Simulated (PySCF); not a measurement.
Calculation: B3LYP-D3(BJ)/def2-TZVP (PySCF 2.14.0). Isolated molecules, 0 K electronic values unless said otherwise. One relaxed conformer stands for a flexible species; it need not be the lowest. B3LYP has the VWN-RPA correlation part, as in Gaussian. 

Reference species (SMILES): `C/C=C/O` (C–C–O–H torsion 180°) (neutral, multiplicity 1).

```
Item             Result
-------------  --------
HOMO–LUMO gap   6.70 eV
HOMO           -6.11 eV
```

Changed species: `OC1CC1` (H–O–C–C torsion 144°).

Question: Give the shifts of the HOMO–LUMO gap and HOMO.

Answer: the HOMO–LUMO gap rises by 1.53 eV, to 8.23 eV; the HOMO drops by 1.22 eV, to -7.33 eV.
